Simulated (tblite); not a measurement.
C₃H₈NOSi (doublet state).
SMILES with atom numbers: `[CH2:1]=[CH:2][CH:3][O:4][SiH2:5][NH2:6]` (hydrogens: H7, H8 on C1; H9 on C2; H10 on C3; H11, H12 on Si5; H13, H14 on N6)
Bond orders are those of one Lewis drawing.

Computed with GFN2-xTB (tblite), gas phase: L-BFGS steps from a force-field or distance-geometry start until the largest atomic force falls under 0.01 eV/Å.

Step 18: E = -521.7835 eV
```
atom  x, y, z in Å  |  force x, y, z in eV/Å
C1     -2.8849    0.5147   -0.2530    0.115  -0.116  -0.017
C2     -2.0897   -0.0789    0.6339   -0.165   0.140   0.159
C3     -0.6723    0.1674    0.7936    0.083  -0.040   0.172
O4      0.1744   -0.3794   -0.0950   -0.040   0.260   0.118
Si5     1.7332   -0.8023    0.1073    0.244  -0.163  -0.009
N6      2.7089    0.5715    0.4469    0.012   0.177   0.075
H7     -3.9254    0.2256   -0.3344    0.203   0.223  -0.088
H8     -2.4987    1.2991   -0.8925   -0.203  -0.279  -0.035
H9     -2.5316   -0.7980    1.3294    0.031   0.158   0.065
H10    -0.2474    0.5377    1.7281   -0.226  -0.307  -0.180
H11     1.9859   -1.6438    1.2912   -0.130   0.069  -0.189
H12     1.8912   -1.4100   -1.2031    0.053  -0.112  -0.039
H13     2.7690    1.3239   -0.2190   -0.054   0.058  -0.029
H14     3.5867    0.4717    0.9245    0.078  -0.068  -0.003
```

Step 19: E = -521.8136 eV
```
atom  x, y, z in Å  |  force x, y, z in eV/Å
C1     -2.8875    0.5104   -0.2699    0.073  -0.098  -0.018
C2     -2.0889   -0.0607    0.6273   -0.113   0.112   0.177
C3     -0.6799    0.1591    0.8003    0.286  -0.016   0.237
O4      0.1820   -0.3452   -0.0976    0.060   0.186   0.076
Si5     1.7385   -0.7947    0.1013    0.241  -0.285   0.074
N6      2.7102    0.5820    0.4552   -0.003   0.078   0.033
H7     -3.9228    0.2100   -0.3158    0.066   0.256  -0.185
H8     -2.5118    1.2853   -0.9167   -0.167  -0.178  -0.201
H9     -2.5498   -0.7401    1.3373   -0.028  -0.018   0.291
H10    -0.2653    0.4869    1.7562   -0.213  -0.322  -0.189
H11     2.0154   -1.6625    1.2833   -0.226   0.250  -0.384
H12     1.8982   -1.4319   -1.2057    0.004   0.023   0.112
H13     2.7635    1.3364   -0.2108   -0.030   0.036   0.019
H14     3.5975    0.4643    0.9135    0.050  -0.024  -0.042
```

Problem. Estimate the geometry and energy of step 20. (The exact step hangs on the optimiser's Hessian estimate; all steps are aligned on step 19, rigid shifts and turns removed.)

Solution. E = -521.8448 eV, largest force 0.649 eV/Å
```
atom  x, y, z in Å  |  force x, y, z in eV/Å
C1     -2.8903    0.5048   -0.2912    0.070  -0.091   0.003
C2     -2.0878   -0.0362    0.6227   -0.046   0.044   0.203
C3     -0.6864    0.1500    0.8091    0.418  -0.075   0.226
O4      0.1947   -0.3035   -0.0993    0.095   0.129   0.100
Si5     1.7468   -0.7895    0.0965    0.190  -0.254   0.116
N6      2.7128    0.5920    0.4638    0.004  -0.044   0.001
H7     -3.9184    0.1936   -0.2963   -0.118   0.272  -0.274
H8     -2.5334    1.2679   -0.9528   -0.100  -0.096  -0.349
H9     -2.5736   -0.6697    1.3526   -0.016  -0.088   0.441
H10    -0.2877    0.4174    1.7893   -0.161  -0.313  -0.168
H11     2.0518   -1.6802    1.2664   -0.308   0.351  -0.450
H12     1.9043   -1.4542   -1.2031   -0.033   0.123   0.175
H13     2.7556    1.3517   -0.1986   -0.008   0.010   0.060
H14     3.6108    0.4554    0.8988    0.013   0.033  -0.084
```

The energy changes by -0.0312 eV. The first-order estimate −F·Δx gives -0.0399 eV and the mean of the old and new forces, exact on a quadratic surface, -0.0313 eV. The step makes an angle of 75° with the force vector and moves no atom by more than 0.080 Å.

The cost below is that of the whole relaxation. On Arm Neoverse N1, one thread, shared host, this took 1.0 s.
